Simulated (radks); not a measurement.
The numbers below are computed, except where a source is named.
Task: P, configuration [Ne] 3s2 3p3. Level of theory: scalar-relativistic Kohn-Sham, exchange-only B88, spin-polarised, spherical densities, finite nucleus; open shells are filled with parallel spins first; Fermi nuclear charge, rms radius 3.1889 fm (a radial shooting solver on a logarithmic mesh with Libxc functionals). Some entries of the table are withheld. Estimate them.

| orbital | occ. | eigenvalue (hartree) | r(max) (bohr) | <r^2> (bohr^2) |
|---|---|---|---|---|
| 1s up | 1 | -76.59154 | 0.06763 | 0.01445 |
| 1s down | 1 | -76.58027 | 0.06763 | 0.01444 |
| 2s up | 1 | -6.34001 | (1) | (2) |
| 2s down | 1 | -6.32741 | (3) | (4) |
| 2p up | 3 | -4.52959 | 0.3535 | 0.2967 |
| 2p down | 3 | -4.51257 | 0.3538 | 0.2955 |
| 3s up | 1 | -0.52104 | 1.577 | 4.176 |
| 3s down | 1 | -0.39490 | 1.560 | 4.310 |
| 3p up | 3 | -0.20958 | (5) | 6.664 |

Result: 
(1) 2s up r(max) (bohr): 0.4187
(2) 2s up <r^2> (bohr^2): 0.3232
(3) 2s down r(max) (bohr): 0.4189
(4) 2s down <r^2> (bohr^2): 0.3225
(5) 3p up r(max) (bohr): 1.829
